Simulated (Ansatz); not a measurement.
A structure relaxed at PBE-D4/def2-SVP in Ansatz, charge 0, singlet:

```tsv
atom	x (Å)	y (Å)	z (Å)
B1	-0.8942	1.1283	-0.6712
B2	0.5122	0.2291	1.4861
B3	0.8382	-0.9613	-0.9472
N4	-0.8149	0.8837	0.8996
N5	-0.5069	-0.2364	-1.3932
N6	0.8185	-1.0838	0.6398
H7	-0.8962	1.8111	1.3392
H8	-1.6501	0.3794	1.2339
H9	-2.0494	1.4397	-0.9786
H10	-0.0646	1.9784	-0.9750
H11	-1.2998	-0.8958	-1.3779
H12	-0.3944	-0.0113	-2.3914
H13	0.3277	-0.0802	2.6677
H14	1.4375	1.0181	1.3292
H15	0.2106	-1.8614	0.9387
H16	1.7618	-1.3899	0.9159
H17	1.7871	-0.2559	-1.2718
H18	0.8770	-2.0918	-1.4437
```

Q: Give its formula and point group.

A: B3N3H12, a cluster cut from wurtzite BN (hydrogen-capped). Point group C3v (tolerance 0.1 Å).

Q: Summarise the bond lengths by kind (pairs closer than 1.2 times the sum of covalent radii, bridged metal pairs left out).

A: 6 × B–N 1.59 Å; 6 × H–N 1.03 Å; 6 × B–H 1.23 to 1.24 Å.
